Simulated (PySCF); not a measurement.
B₂ClH₇P₂.
Geometry (PBE0-D3(BJ)/def2-SVP, Å), atoms numbered from 1 in this order:
```xyz
12
B2ClH7P2 angstrom
Cl    -0.0754   -2.9971   -0.1454
B      0.0237   -1.2442   -0.5861
P      1.3272   -0.0388    0.2955
B      0.0327    1.4452    0.1921
P     -1.3497    0.0487    0.0263
H      0.1474   -0.9920   -1.7719
H      1.6482   -0.4341    1.6163
H      2.6131    0.1030   -0.2791
H      0.1580    1.9373   -0.9139
H     -0.0361    2.2123    1.1239
H     -2.4754    0.2697   -0.8034
H     -1.9644   -0.3124    1.2492
```

Jobs on this species (12 atoms, 64 electrons) with PySCF (density fitting). Hardware of each: one thread of an Arm Neoverse V1, no GPU, on a shared host. Times come from a shared host and carry two figures at best. Peak memory is the resident size of the whole Python process, interpreter and libraries included.

```tsv
level and settings	work	basis functions	SCF cycles	wall time	peak memory
LDA/pcSseg-2	shieldings, ring-centre shieldings	299	?	?	?
PBE/pcSseg-2	shieldings, ring-centre shieldings	299	?	?	?
PBE0/pcSseg-0	shieldings, ring-centre shieldings, charges and field gradients	71	12	6.4 s	0.54 GiB
LC-wPBE/def2-SVPD	10 singlets by full TDDFT, 4 Tamm–Dancoff triplets, polarisability, ΔSCF ions	171	12	1.8 min	0.82 GiB
CAM-B3LYP/def2-SVPD	10 singlets by full TDDFT, 4 Tamm–Dancoff triplets, polarisability, ΔSCF ions	171	12	82 s	0.92 GiB
PBE0/def2-SVPD	10 singlets by full TDDFT, 4 Tamm–Dancoff triplets, polarisability, ΔSCF ions	171	12	64 s	0.79 GiB
CAM-B3LYP/pcSseg-2	shieldings, ring-centre shieldings	299	12	91 s	1.4 GiB
PBE/def2-SVPD	10 singlets by full TDDFT, 4 Tamm–Dancoff triplets, polarisability, ΔSCF ions	171	13	1.8 min	0.64 GiB
OPBE/pcSseg-2	shieldings, ring-centre shieldings	299	15	59 s	0.98 GiB
```

**Question.** Fill in the missing figures.

**Answer.** 
- LDA/pcSseg-2; shieldings, ring-centre shieldings: 48 s, 0.99 GiB, 14 SCF cycles
- PBE/pcSseg-2; shieldings, ring-centre shieldings: 56 s, 0.96 GiB, 14 SCF cycles

**Question.** What do all jobs in the table cost together?

**Answer.** About 10 min; the longest takes about 17 % of that, and about 17 times as long as the shortest.
